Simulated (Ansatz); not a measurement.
Isolated molecules relaxed with PBE0-D4/def2-TZVP in Ansatz; ΔE leaves out vibrations. CBS: MP2 limit from def2 TZ/QZ plus the TZ coupled-cluster correction, frozen cores. DFT in def2-TZVPP. For Br outer-core shells are correlated without core-valence functions, which leaves a few kJ/mol of doubt a bond. Scalar relativity is left out up to krypton. One conformer a species, not always the lowest.

Consider the redistribution: `[NH2][Al]([OH])[Br]` + `O[SiH](F)[SiH2]S` → `[NH2][Al]([OH])[SH]` + `O[SiH](F)[SiH2]Br`.

```csv
level,ΔE (kcal/mol)
ωB97X-V,4.1
ωB97M-V,4.2
B2PLYP,4.1
SCS-MP2/def2-QZVPP,4.0
```

Problem. What does CCSD(T)/CBS give? (Estimate.)

Solution. Computed: +3.9 kcal/mol. The listed levels differ from it by 0.2, 0.3, 0.2, 0.1 kcal/mol.

Largest T1 diagnostic among the species: 0.013.
